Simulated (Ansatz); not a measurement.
Two isomers of C2H9BOSi: A = `BC([SiH3])OC`, B = `B[SiH2]COC`.

Calculated with Ansatz (gas phase, PBE0-D4/def2-TZVP geometries, no zero-point term in ΔE). CBS: MP2 limit from def2 TZ/QZ plus the TZ coupled-cluster correction, frozen cores. DFT in def2-TZVPP. Each species was taken in one conformer, which may not be the lowest.

A:

Z-matrix (Å, degrees):
```
Si
C 1 1.976
B 1 2.465 2 37.9
H 1 1.489 2 111.5 3 24.8
H 1 1.483 2 106.3 3 142.3
H 1 1.483 2 110.8 3 -97.0
O 2 1.397 1 112.0 3 -120.7
H 2 1.098 1 103.2 3 117.3
H 3 1.194 1 116.4 2 111.5
H 3 1.199 1 93.2 2 -121.7
C 7 1.403 2 114.0 1 -81.2
H 11 1.090 7 107.3 2 -178.5
H 11 1.098 7 111.2 2 -59.4
H 11 1.098 7 111.9 2 62.2
```

B:

```xyz
14

B     0.088    2.893    0.680
Si    0.961    1.122    0.307
C    -0.285   -0.249   -0.071
O     0.391   -1.457   -0.322
C    -0.484   -2.513   -0.610
H    -1.096    3.063    0.662
H     0.768    3.844    0.935
H     1.782    0.736    1.492
H     1.890    1.283   -0.850
H    -0.902    0.045   -0.937
H    -0.981   -0.355    0.778
H     0.120   -3.403   -0.789
H    -1.086   -2.302   -1.505
H    -1.168   -2.707    0.229
```

**Question.** Which is lower in electronic energy at CCSD(T)/CBS, and by how much? (Best estimate.)

**Answer.** Computed: A, by 37.4 kJ/mol.

**Question.** Give E(B) − E(A) in kJ/mol with HF/def2-TZVPP, r2SCAN-D4, PBE-D4, ωB97M-V, B2PLYP, CCSD/def2-TZVPP, CCSD(T)/def2-TZVPP. (Estimate.)

**Answer.** Ansatz gave: HF/def2-TZVPP 11.7, r2SCAN-D4 46.9, PBE-D4 48.8, ωB97M-V 44.5, B2PLYP 36.6, CCSD/def2-TZVPP 31.1, CCSD(T)/def2-TZVPP 36.7. None reverses the order clearly.

Largest T1 diagnostic: 0.013.

The D4 term adds +5.8 kJ/mol with B3LYP and +3.0 kJ/mol with PBE0; it sums over pairs of atoms, weighted by their polarisabilities, and B3LYP, whose exchange is more repulsive, gets the larger term. In def2-TZVPP, CCSD(T) changes the Hartree–Fock value by +25.0 kJ/mol (the triples alone add +5.5 kJ/mol) and MP2 by +31.2 kJ/mol.

B3LYP here is the variant with VWN-RPA as its local correlation; programs differ in this.
